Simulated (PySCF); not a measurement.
Sn(Cl)2 cation (Cl₂Sn), SMILES [Cl][Sn][Cl] (connectivity only; charge and spin as stated), charge +1, multiplicity 2. The structure is a stationary point at PBE0-D3(BJ)/def2-TZVP. The spin state was assumed, not searched. The isomer is the one that the SMILES or the coordinates give; other isomers of the formula were not compared. The def2 effective core potentials stand for the cores of Sn; spin–orbit coupling is left out.

All values below come from PBE0-D3(BJ)/def2-TZVP in PySCF.

Harmonic wavenumbers (cm⁻¹): 93, 367, 402. Rotational constants (GHz): 8.718, 1.849, 1.526; symmetry number 2.

Task: Work out the zero-point energy and the ideal-gas rigid-rotor harmonic-oscillator thermochemistry at 298.15 K and 1 atm.

Result: ZPE = ½ Σ hcν = ½ × 862 cm⁻¹ = 5.16 kJ/mol. H − E(el) = 18.74 kJ/mol. Entropy in J/(mol K): translation 174.16, rotation 107.09, vibration 23.59, spin 5.76, total 310.60. G − E(el) = -73.86 kJ/mol. Cp = 54.01 J/(mol K). Modes under 150 cm⁻¹ make the vibrational entropy uncertain.
